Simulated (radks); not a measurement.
Problem. Coherent X-ray form factor from a spherical all-electron density. All-electron calculation, non-relativistic Kohn-Sham, PBE, spin-polarised, spherical densities, point nucleus. Program: a radial shooting solver on a logarithmic mesh with Libxc functionals.

sin(theta)/lambda (1/angstrom)  f0 (electrons)
0.05                                    37.922
0.1                                     37.688
0.15                                    37.305
0.2                                     36.780
0.25                                    36.125
0.3                                     35.355
0.4                                     33.530
0.5                                     31.445
0.6                                     29.240
0.8                                     24.938
1                                       21.271
1.25                                    17.796
1.5                                     15.237
2                                       11.324

The species is in the configuration that NIST lists as its ground one. Which atom or ion scatters so?

Solution. The terbium ion Tb27+, [Kr] 4d2. Extrapolating in s^2 from the first two rows gives f0(0) = 38.0, near the electron count 38; among species with that count, the fall with angle is slower the higher Z, and the table is that of Z = 65; from so few rows the species is fixed only to a neighbour or two.
